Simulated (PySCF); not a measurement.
# Dipole moment and polarisability across levels of theory

FGeH4P.
Atom-mapped SMILES: `[F:1][GeH2:2][PH2:3]` (hydrogens: H4, H5 on Ge2; H6, H7 on P3)

PySCF, dipoles from the SCF density, polarisabilities from static response with core orbitals frozen. The structure is a single PBE0-D3(BJ)/def2-SVP conformer in the gas phase; no vibrational or solvent corrections. Relativistic effects, spin–orbit coupling among them, are left out although an element past zinc is present.

**Question.** Compare the levels for these properties.

**Answer.** 

```json
{"level": "LDA/def2-SVPD", "μ (D)": "2.524", "α (au)": "62.75", "anisotropy (au)": "22.36"}
{"level": "PBE/def2-SVPD", "μ (D)": "2.416", "α (au)": "61.67", "anisotropy (au)": "21.83"}
{"level": "B3LYP/def2-SVPD", "μ (D)": "2.522", "α (au)": "60.12", "anisotropy (au)": "21.11"}
{"level": "PBE0/def2-SVPD", "μ (D)": "2.560", "α (au)": "59.47", "anisotropy (au)": "20.58"}
{"level": "BHandHLYP/def2-SVPD", "μ (D)": "2.662", "α (au)": "57.94", "anisotropy (au)": "19.86"}
{"level": "CAM-B3LYP/def2-SVPD", "μ (D)": "2.609", "α (au)": "59.29", "anisotropy (au)": "20.27"}
{"level": "wB97X-D/def2-SVPD", "μ (D)": "2.591", "α (au)": "59.07", "anisotropy (au)": "20.18"}
{"level": "LC-wPBE/def2-SVPD", "μ (D)": "2.649", "α (au)": "57.98", "anisotropy (au)": "19.13"}
{"level": "HF/def2-SVPD", "μ (D)": "2.762", "α (au)": "55.65", "anisotropy (au)": "18.26"}
{"level": "PBE0/6-31G*", "μ (D)": "2.558", "α (au)": "48.31", "anisotropy (au)": "20.63"}
{"level": "PBE0/def2-SVP", "μ (D)": "2.537", "α (au)": "49.78", "anisotropy (au)": "18.73"}
{"level": "PBE0/aug-cc-pVDZ", "μ (D)": "2.502", "α (au)": "60.58", "anisotropy (au)": "21.00"}
{"level": "PBE0/def2-TZVP", "μ (D)": "2.421", "α (au)": "56.78", "anisotropy (au)": "21.32"}
{"level": "PBE0/def2-TZVPD", "μ (D)": "2.454", "α (au)": "60.66", "anisotropy (au)": "21.10"}
{"level": "PBE0/aug-cc-pVTZ", "μ (D)": "2.458", "α (au)": "61.01", "anisotropy (au)": "21.23"}
```

The anisotropy is √(½[(α1 − α2)² + (α2 − α3)² + (α3 − α1)²]). The dipole runs from 2.42 D (PBE/def2-SVPD) to 2.76 D (HF/def2-SVPD). No reference polarisability is at hand; against PBE0 in the largest diffuse basis at hand (aug-cc-pVTZ) the other PBE0 rows deviate by 6-31G* -21%, def2-SVP -18%, def2-SVPD -3%, aug-cc-pVDZ -1%, def2-TZVP -7%, def2-TZVPD -1%. In one basis (def2-SVPD) the functionals order the polarisability from HF (lowest) to LDA (highest), a spread of 13%. With PBE0 the polarisability is 51.62 au without diffuse functions (mean of 6-31G*, def2-SVP and def2-TZVP) and 60.43 au with them (mean of def2-SVPD, aug-cc-pVDZ, def2-TZVPD and aug-cc-pVTZ).

Without π bonds the low states are Rydberg-like; a valence basis with one diffuse set may place them up to an eV too high.
